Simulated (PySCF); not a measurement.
Vertical excitations of a molecule C2H7BClN from TDDFT-B3LYP/def2-SVPD (PySCF), as energy in eV (oscillator strength): 6.93 (0.004), 7.13 (0.000), 7.19 (0.017), 7.65 (0.165), 8.03 (0.050), 8.14 (0.001), 8.14 (0.039), 8.22 (0.001), 8.26 (0.002), 8.34 (0.048). Lowest triplet (TDA): 6.30 eV. Geometry: PBE-D3(BJ)/def2-SVP. The values are those of a single conformer.

Problem. Pick the molecule that these values belong to.
A. CNB(C)Cl
B. CN(C)BCl
C. CCB(N)Cl

Solution. C, CCB(N)Cl
